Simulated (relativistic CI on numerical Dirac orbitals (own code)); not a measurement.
## Electric-dipole lines of Ho⁶⁵⁺

Method of calculation: Dirac-Coulomb-Breit CI, KLI orbitals optimised for each configuration, model QED (radiative potential, 1s self-energy scaled to tabulated hydrogen-like ionisation energies), unscaled Slater integrals (own radial code, finite nucleus).

Configuration list: 1s2, 1s 2s, 1s 2p, 1s 3s, 1s 3p, 1s 3d, 1s 4s, 1s 4p, 1s 4d, 1s 4f, 1s 5s, 1s 5p, 1s 5d, 1s 5f, 1s 5g, 1s 6s, 1s 6p, 1s 6d, 2s2. Levels of other configurations are missing.

```tsv
λ vac (Å)	Lower	Upper	A (s⁻¹)	log gf	S velocity/length
0.2544	1s2 1S_0 [1]	1s 2p 1P°_1 [7]	1.55e+16	-0.35	1.00
1.3243	1s 2p 3P°_1 [3]	1s 3d 3D_2 [13]	1.12e+15	0.17	1.00
1.4683	1s 2p 3P°_2 [6]	1s 3d 3D_3 [16]	1.22e+15	0.44	1.00
1.4757	1s 2p 1P°_1 [7]	1s 3d 1D_2 [17]	1.09e+15	0.25	1.00
3.8113	1s 3p 3P°_1 [9]	1s 4d 3D_2 [23]	1.08e+14	0.07	1.00
4.1452	1s 3p 3P°_2 [12]	1s 4d 3D_3 [26]	1.33e+14	0.38	1.00
4.1581	1s 3d 3D_2 [13]	1s 4f 3F°_3 [27]	2.51e+14	0.66	1.00
4.1615	1s 3d 3D_1 [14]	1s 4f 3F°_2 [28]	2.26e+14	0.47	1.00
4.1621	1s 3p 1P°_1 [15]	1s 4d 1D_2 [29]	1.20e+14	0.19	1.00
4.2586	1s 3d 3D_3 [16]	1s 4f 3F°_4 [30]	2.61e+14	0.81	1.00
4.2614	1s 3d 1D_2 [17]	1s 4f 1F°_3 [31]	2.48e+14	0.68	1.00
8.9415	1s 4p 3P°_2 [22]	1s 5d 3D_3 [40]	2.75e+13	0.36	1.00
8.9664	1s 4d 3D_2 [23]	1s 5f 3F°_3 [41]	4.62e+13	0.59	1.00
8.9726	1s 4d 3D_1 [24]	1s 5f 3F°_2 [42]	4.16e+13	0.40	1.00
9.1529	1s 4d 3D_3 [26]	1s 5f 3F°_4 [44]	4.91e+13	0.74	1.00
9.1544	1s 4f 3F°_3 [27]	1s 5g 3G_4 [45]	7.88e+13	0.95	1.00
9.1573	1s 4f 3F°_2 [28]	1s 5g 3G_3 [46]	7.51e+13	0.82	1.00
9.1585	1s 4d 1D_2 [29]	1s 5f 1F°_3 [47]	4.67e+13	0.61	1.00
9.2415	1s 4f 3F°_4 [30]	1s 5g 3G_5 [48]	8.07e+13	1.06	1.00
9.2436	1s 4f 1F°_3 [31]	1s 5g 1G_4 [49]	7.84e+13	0.96	1.00
```

Terms are leading LS components. Brackets give the number of a level in order of energy, since labels repeat. The list gives strong lines, with weight on those to low levels, among the lowest 59 of 60 levels, so that lines to higher ones, which can be the strongest, are missing. Levels whose partners in the same complex of configurations lie outside the list can be far off, and so can their lines. Rates are taken at the computed energies, electric ones in the length gauge. A velocity-to-length ratio far from 1 marks an uncertain rate.

At this charge energies of transitions that change n are usually good to better than 1 %, and those within a shell (Δn = 0) to a few per cent.

Task: From the table, what is the radiative lifetime of 1s 2p 1P°_1?

Result: The listed rates from this level add up to about 1.55e+16 s⁻¹, 100 % of its decay; with all channels τ = 6.46e-17 s.

LS names give the leading component of a level, which can be under half, so a name can repeat, a term be missing and a line seem to break the LS rules.
